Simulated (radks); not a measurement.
Values are calculated unless marked as measured or tabulated.
Valence configurations of Ce II (all share [Xe]). Level of theory: Dirac Kohn-Sham, PBEsol, spin-unpolarised, spherical densities, finite nucleus; open shells are shared between the two j in proportion to 2j + 1; Fermi nuclear charge, rms radius 4.8771 fm (a radial shooting solver on a logarithmic mesh with Libxc functionals). Energies are relative to 4f1 5d2; eigenvalues in eV.

| valence | E (eV) | e(4f5/2) | e(4f7/2) | e(5d3/2) | e(5d5/2) | e(6p1/2) |
|---|---|---|---|---|---|---|
| 4f1 5d2 | 0.000 | -9.440 | -9.109 | -7.315 | -7.106 | - |
| 4f1 5d1.5 6p0.5 | 1.343 | -11.003 | -10.671 | -8.435 | -8.210 | -5.586 |
| 5d1.5 6p1.5 | 10.650 | - | - | -12.061 | -11.754 | -7.083 |
| 4f1 5d1.5 6s0.5 | -0.131 | -10.460 | -10.128 | -8.008 | -7.788 | - |
| 4f0.5 5d2 6s0.5 | 1.636 | -13.402 | -13.046 | -8.626 | -8.383 | - |
| 5d2 6p1 | 8.286 | - | - | -10.876 | -10.587 | -6.494 |
| 5d3 | 4.399 | - | - | -8.474 | -8.219 | - |
| 4f1 5d1 6s1 | -0.155 | -11.529 | -11.195 | -8.720 | -8.489 | - |
| 4f1.5 5d1 6s0.5 | -0.806 | -7.814 | -7.506 | -7.396 | -7.198 | - |
| 4f2 5d1 | -0.131 | -4.737 | -4.458 | -6.222 | -6.052 | - |

NIST lists [Xe] 4f1 5d2 as the ground configuration; this level of theory puts 4f1.5 5d1 6s0.5 lower, by 0.806 eV. The energies are those of spherical spin-averaged densities, not of single terms.
